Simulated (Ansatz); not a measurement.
Ansatz results at the PBE0-D4/def2-TZVP geometry: size of the dipole moment (B3LYP/def2-TZVPP) 0.00 D; LUMO energy (ωB97M-V/def2-TZVPP) -2.04 eV; LUMO energy (PBE0/def2-TZVPP) -4.15 eV.

(1) Which molecule gave them?
A. `[O]=[Os](=[O])(=[O])=[O]`
B. `[O]=[Hf]=[O]`
C. `O=BO`
D. `[O]=[Re](=[O])(=[O])[F]`

## Answers

(1) A. The others give `[O]=[Re](=[O])(=[O])[F]`: 1.15, -0.98, -3.19; `O=BO`: 3.85, 0.94, -0.48; `[O]=[Hf]=[O]`: 7.89, -2.06, -3.40.

B3LYP here is the variant with VWN-RPA as its local correlation; programs differ in this.
